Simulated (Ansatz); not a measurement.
Species: HAlF2O, SMILES `[OH][Al]([F])[F]` (H–O–Al–F torsion 0°) (charge 0, multiplicity 1).

Q: Give a relaxed geometry from PBE0-D3(BJ)/def2-TZVP run with Ansatz (an electronic-structure program).

A: This is not unique; one that fits is the end point of this relaxation, one of several conformers (outside a Z-matrix the atoms follow the SMILES, hydrogens last).
Z-matrix (Å, degrees):
```
Al
F 1 1.6332
F 1 1.6380 2 118.58
O 1 1.6746 2 119.08 3 180.00
H 4 0.9555 1 123.52 2 -179.97
```
